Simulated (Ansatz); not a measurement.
Re3, 3 atoms. Hardware: 4 threads of Arm Neoverse V2 on a shared host.

In the def2 sets Re takes a core potential; there is no spin–orbit coupling. Correlated methods freeze no core orbitals; core or outer-core shells of Re are correlated, in sets that lack core-valence functions. In CCSD on the charge 0 doublet the largest single amplitude is 0.50, so its Hartree–Fock determinant may place the open shell otherwise than the density functionals do.

(1) How many basis functions does each of these Ansatz runs have, and roughly what does it cost? PBE0-D4/def2-TZVP, charge 1 singlet at the geometry of the charge 0 doublet, energy; r2SCAN-D4/def2-TZVP, charge 1 singlet at the geometry of the charge 0 doublet, energy, from earlier orbitals; PBE-D4/def2-TZVPD, charge -1 triplet at the geometry of the charge 0 doublet, energy, from earlier orbitals; CCSD(T)/def2-TZVP, charge 0 doublet, energy, from earlier orbitals; r2SCAN-D4/def2-TZVP, charge 0 doublet, energy, from earlier orbitals; PBE0-D4/def2-SVP, charge 0 doublet, energy, from earlier orbitals; B3LYP-D4/def2-TZVP, charge 0 quartet, energy, from earlier orbitals; PBE-D4/def2-TZVP, charge 1 triplet at the geometry of the charge 0 doublet, energy, from earlier orbitals; CAM-B3LYP-D4/def2-TZVP, charge 0 quartet, energy, from earlier orbitals; PBE0-D4/def2-TZVP, charge 0 quartet, energy, from earlier orbitals; PBE0-D4/def2-TZVP, charge 1 triplet at the geometry of the charge 0 doublet, energy; BLYP-D4/def2-TZVP, charge 0 quartet, energy, from earlier orbitals.

Answers

(1) Other jobs shared the machine, so times can vary by a factor of up to 3. A dash marks memory too small to be measured apart from the calling script's.

```
                                                                                                         run  functions  fitting or Cholesky vectors  wall time  peak host memory (GiB)
                                           PBE0-D4/def2-SVP, charge 0 doublet, energy, from earlier orbitals         96                          951      4.8 s                       –
                         PBE0-D4/def2-TZVP, charge 1 singlet at the geometry of the charge 0 doublet, energy        120                         1185      4.9 s                       –
   PBE-D4/def2-TZVP, charge 1 triplet at the geometry of the charge 0 doublet, energy, from earlier orbitals        120                         1026      5.5 s                       –
r2SCAN-D4/def2-TZVP, charge 1 singlet at the geometry of the charge 0 doublet, energy, from earlier orbitals        120                         1026      6.5 s                       –
                                          BLYP-D4/def2-TZVP, charge 0 quartet, energy, from earlier orbitals        120                         1026      7.5 s                       –
                                         B3LYP-D4/def2-TZVP, charge 0 quartet, energy, from earlier orbitals        120                         1131      8.5 s                       –
 PBE-D4/def2-TZVPD, charge -1 triplet at the geometry of the charge 0 doublet, energy, from earlier orbitals        129                         1101      8.5 s                       –
                         PBE0-D4/def2-TZVP, charge 1 triplet at the geometry of the charge 0 doublet, energy        120                         1185       10 s                    0.55
                                     CAM-B3LYP-D4/def2-TZVP, charge 0 quartet, energy, from earlier orbitals        120                         1131       10 s                       –
                                        r2SCAN-D4/def2-TZVP, charge 0 doublet, energy, from earlier orbitals        120                         1026       18 s                       –
                                          CCSD(T)/def2-TZVP, charge 0 doublet, energy, from earlier orbitals        120                         1113       57 s                     1.6
                                          PBE0-D4/def2-TZVP, charge 0 quartet, energy, from earlier orbitals        120                         1185    1.9 min                    0.56
```
